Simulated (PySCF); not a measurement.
C2H4NO, charge -1, multiplicity 1. Atoms are numbered in the order given.

```xyz
8

C      0.3677    -1.3907     0.0000
N     -0.7735    -0.5046     0.0000
C     -0.4679     0.7747     0.0000
O      0.6636     1.3421     0.0000
H      1.0302    -1.2506    -0.8825
H      0.0252    -2.4410     0.0000
H      1.0302    -1.2506     0.8825
H     -1.3784     1.4338     0.0000
```
Charge -1, spin multiplicity 1.

The structure is a stationary point at B3LYP-D3(BJ)/def2-SVPD. The spin state was assumed, not searched. The isomer is the one that the SMILES or the coordinates give; other isomers of the formula were not compared. Other conformers were not sampled.

Level of theory: ωB97X/def2-TZVPD (PySCF).

Isolated molecule, no solvent.

Computed frontier levels, gap, dipole moment and polarisability:
* **highest occupied level**: -2.97 eV
* **lowest empty level**: 5.71 eV
* **orbital gap**: 8.67 eV
* **dipole moment about the centre of nuclear charge**: 1.79 D
* **mean static polarisability**: 51.6 bohr³ (7.64 Å³)
* **polarisability, principal values**: 39.5, 53.8, 61.4 bohr³
